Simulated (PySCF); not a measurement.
PySCF 2.14 output of an unrestricted MN15 calculation on a single atom or ion in x2c-TZVPPall with one added diffuse shell each of s, p, d, f type (12s8p8d5f2g, 129 functions), with the spin-free X2C one-electron Hamiltonian (Gaussian nucleus):

```
SCF conv_tol = 1e-09
number electrons alpha = 30  beta = 27
    H. S. Yu, X. He, S. L. Li, and D. G. Truhlar.,  Chem. Sci. 7, 5032-5051 (2016)
    H. S. Yu, X. He, S. L. Li, and D. G. Truhlar.,  Chem. Sci. 7, 5032-5051 (2016)
cycle= 1 E= -9242.00016127206  delta_E= -0.128  |g|= 0.174  |ddm|= 0.993
cycle= 2 E= -9242.00328603324  delta_E= -0.00312  |g|= 0.0206  |ddm|= 0.297
cycle= 3 E= -9242.0033729008  delta_E= -8.69e-05  |g|= 0.00538  |ddm|= 0.055
cycle= 4 E= -9242.00337916624  delta_E= -6.27e-06  |g|= 0.00145  |ddm|= 0.0103
cycle= 5 E= -9242.00337954024  delta_E= -3.74e-07  |g|= 0.000335  |ddm|= 0.00201
cycle= 6 E= -9242.0033795913  delta_E= -5.11e-08  |g|= 5.1e-05  |ddm|= 0.000962
cycle= 7 E= -9242.00337959352  delta_E= -2.22e-09  |g|= 9.93e-06  |ddm|= 0.000163
cycle= 8 E= -9242.00337959359  delta_E= -6.55e-11  |g|= 2.47e-06  |ddm|= 3.37e-05
converged SCF energy = -9242.00337959359  <S^2> = 3.7507144  2S+1 = 4.0003572
```

The run itself started from symmetry-adapted Hartree-Fock orbitals and held the occupation by maximum overlap, on a logarithmic radial grid, so the iterations belong to that start.

Q: Which element, charge and spin multiplicity is this?

A: Pr²⁺ (praseodymium, charge +2), multiplicity 4; the state was [Xe] 4f2 6p1, one real determinant (an excited configuration).

⟨L²⟩ = 26.02 against 42 for a pure I term, so this real determinant mixes terms. Spin-orbit coupling, absent here, splits the open shell strongly.
